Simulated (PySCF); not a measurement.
C$_{4}$H$_{5}$, doublet (typed; the unrestricted solution is spin-contaminated), at a GFN2-xTB geometry; CCSD(T)/3-21G in PySCF.

Input for PySCF:
```python
from pyscf import gto, scf, cc

mol = gto.Mole()
mol.atom = '''
    C    -0.022051   -0.684734    0.841151
    C    -0.008266    0.634910    0.883504
    C     0.002013   -0.841773   -0.653042
    C     0.018743    0.708253   -0.634532
    H    -0.012904    1.395506    1.636918
    H    -0.886901   -1.293610   -1.086114
    H     0.895190   -1.313212   -1.055354
    H     0.928429    1.145819   -1.043477
    H    -0.866448    1.165562   -1.074458
'''
mol.basis = '3-21g'
mol.charge = 0
mol.spin = 1
mol.verbose = 3
mol.build()

mf = scf.UHF(mol)
mf.kernel()

mycc = cc.CCSD(mf)
mycc.iterative_damping = 0.8
mycc.kernel()
et = mycc.ccsd_t()
print('E(CCSD(T)) = %.10f' % (mycc.e_tot + et))
mf.analyze()
```

Q: What does PySCF print? Leave out banner, timings and long lists.

A: 
```
converged SCF energy = -153.383041425781  <S^2> = 0.99289762  2S+1 = 2.2297064
E(UCCSD) = -153.758167138102  E_corr = -0.3751257123213653
UCCSD(T) correction = -0.0118053329769956
E(CCSD(T)) = -153.7699724711
**** MO energy ****
                             alpha | beta                alpha | beta
MO #1   energy= -11.2025375321974  | -11.1789372255705  occ= 1 | 1
MO #2   energy= -11.1834984465897  | -11.1786000080672  occ= 1 | 1
MO #3   energy= -11.178632888378   | -11.1779105180701  occ= 1 | 1
MO #4   energy= -11.1651650873193  | -11.1652740353196  occ= 1 | 1
MO #5   energy= -1.18693472871949  | -1.1647645979771   occ= 1 | 1
MO #6   energy= -0.914398802221035 | -0.91514119002421  occ= 1 | 1
MO #7   energy= -0.887720559494213 | -0.856489082876856 occ= 1 | 1
MO #8   energy= -0.700393863776851 | -0.704392796301781 occ= 1 | 1
MO #9   energy= -0.648649042990065 | -0.644620850836867 occ= 1 | 1
MO #10  energy= -0.628625774988278 | -0.54697105271755  occ= 1 | 1
MO #11  energy= -0.55258510432764  | -0.517641922082251 occ= 1 | 1
MO #12  energy= -0.519399655736806 | -0.505557062705979 occ= 1 | 1
MO #13  energy= -0.486652240350092 | -0.483592772680899 occ= 1 | 1
MO #14  energy= -0.383907311948918 | -0.3701372614619   occ= 1 | 1
MO #15  energy= -0.382512878258216 | 0.146671316927958  occ= 1 | 0
MO #16  energy= 0.195213060843856  | 0.222332186370848  occ= 0 | 0
MO #17  energy= 0.284459314567319  | 0.28809331049106   occ= 0 | 0
MO #18  energy= 0.306954811399042  | 0.314099354412533  occ= 0 | 0
MO #19  energy= 0.324012580140535  | 0.326325825038427  occ= 0 | 0
MO #20  energy= 0.335867526588618  | 0.335880875672225  occ= 0 | 0
MO #21  energy= 0.346235390026902  | 0.357886188239851  occ= 0 | 0
MO #22  energy= 0.381918561224487  | 0.384077840564701  occ= 0 | 0
MO #23  energy= 0.415657554978226  | 0.420450743842189  occ= 0 | 0

To work with the spin densities directly, `use mulliken_meta_spin()` only printing them here.

 ** Mulliken spin pop alpha/beta on meta-lowdin orthogonal AOs **
 ** Mulliken Spin Density (per atom)  **
spin density of  0 C =      1.45420
spin density of  1 C =     -0.57283
spin density of  2 C =     -0.03508
spin density of  3 C =      0.11650
spin density of  4 H =      0.03366
spin density of  5 H =      0.01571
spin density of  6 H =      0.01571
spin density of  7 H =     -0.01394
spin density of  8 H =     -0.01394
 ** Mulliken pop alpha/beta on meta-lowdin orthogonal AOs **
 ** Mulliken atomic charges   ( Nelec_alpha | Nelec_beta ) **
charge of  0C =     -0.03175  (     3.74298      2.28878 )
charge of  1C =     -0.14322  (     2.78520      3.35803 )
charge of  2C =     -0.17560  (     3.07026      3.10534 )
charge of  3C =     -0.15268  (     3.13459      3.01809 )
charge of  4H =      0.11189  (     0.46089      0.42723 )
charge of  5H =      0.10015  (     0.45778      0.44207 )
charge of  6H =      0.10015  (     0.45778      0.44207 )
charge of  7H =      0.09553  (     0.44526      0.45921 )
charge of  8H =      0.09553  (     0.44526      0.45921 )
Dipole moment(X, Y, Z, Debye):  0.02033,  0.59277, -0.80019
```
